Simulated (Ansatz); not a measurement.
Geometry optimisation, DFT PBE-D3(BJ), scalar-relativistic, plane waves, PAW (Ansatz 0.2.0).

Input file:

```yaml
accuracy: low
crystal:
  lattice:
    - [7.3, 0.0, 0.0]
    - [5.475, 9.482978, 0.0]
    - [0.0, 0.0, 18.73415]
  atoms:
    - { symbol: "Y", position: [0.0, 0.0, 0.0533785] }
    - { symbol: "Y", position: [0.5, 0.0, 0.0533785] }
    - { symbol: "Y", position: [0.0, 0.3333333, 0.0533785] }
    - { symbol: "Y", position: [0.5, 0.3333333, 0.0533785] }
    - { symbol: "Y", position: [0.0, 0.6666667, 0.0533785] }
    - { symbol: "Y", position: [0.5, 0.6666667, 0.0533785] }
    - { symbol: "Y", position: [-0.1666667, 0.2222222, 0.2064185] }
    - { symbol: "Y", position: [0.3333333, 0.2222222, 0.2064185] }
    - { symbol: "Y", position: [-0.1666667, 0.5555556, 0.2064185] }
    - { symbol: "Y", position: [0.3333333, 0.5555556, 0.2064185] }
    - { symbol: "Y", position: [-0.1666667, 0.8888889, 0.2064185] }
    - { symbol: "Y", position: [0.3333333, 0.8888889, 0.2064185] }
    - { symbol: "Y", position: [0.0, 0.0, 0.3594585] }
    - { symbol: "Y", position: [0.5, 0.0, 0.3594585] }
    - { symbol: "Y", position: [0.0, 0.3333333, 0.3594585] }
    - { symbol: "Y", position: [0.5, 0.3333333, 0.3594585] }
    - { symbol: "Y", position: [0.0, 0.6666667, 0.3594585] }
    - { symbol: "Y", position: [0.5, 0.6666667, 0.3594585] }
    - { symbol: K, position: [0.6668844, 0.1251314, 0.5478845] }
basis:
  ecutwfc: 420.0
kpoints:
  mp_grid: { grid: [2, 2, 1] }
hamiltonian:
  xc: pbe
  dispersion: d3bj
scf:
  occupations: { method: fermi_dirac, width: 0.05 }
  lower_state_search: "off"
relax:
  f_tol: 0.08
  max_steps: 25
  adjacent_minimum: "off"
  constraints: [{ sites: [0, 1, 2, 3, 4, 5] }]
output:
  write_density: true
  write_potential: true
  elf: true
  volumetric_format: npy
```

Launched with:

```bash
$ ansatz run input.yaml --threads 4 --pin off --max-ram 10240MiB --backend cpu --events-out ev --progress --plain --runs-dir out
```

Problem. Where does it end, and by what steps?

Solution. The run converged. The threshold is loose, so the end isn't yet a minimum. Limits of this set-up: coarse k mesh, thin slab, slab without dipole correction, low accuracy level. After 2 steps the energy has fallen by 0.240 eV; Y16 moved furthest, 0.38 Å.

| step | energy less start (eV) | largest force component (eV/Å) | accepted |
| --- | --- | --- | --- |
| 0 | 0.0000 | 0.402 | yes |
| 1 | -0.1934 | 0.163 | yes |
| 2 | -0.2403 | 0.065 | yes |

```xyz
19
Lattice="7.3000 0.0000 0.0000 5.4750 9.4830 0.0000 0.0000 0.0000 18.7341" Properties=species:S:1:pos:R:3
Y 0.000 0.000 1.000
Y 3.650 0.000 1.000
Y 1.825 3.161 1.000
Y 5.475 3.161 1.000
Y 3.650 6.322 1.000
Y 7.300 6.322 1.000
Y 0.022 2.101 3.703
Y 3.643 2.097 3.706
Y 1.836 5.245 3.778
Y 5.484 5.278 3.720
Y 3.655 8.412 3.699
Y 7.310 8.397 3.721
Y -0.015 0.017 6.390
Y 3.670 0.010 6.402
Y 1.818 3.118 6.572
Y 5.469 3.152 6.356
Y 3.656 6.349 6.509
Y 7.296 6.317 6.516
K 5.556 1.201 9.930
```

Whether the end is a true minimum wasn't checked by a vibrational analysis.

The run took 40 s on 4 threads of Intel(R) Xeon(R) Platinum 8259CL CPU @ 2.50GHz (Skylake/Cascade Lake), on a shared host, peak memory 3.3 GiB.
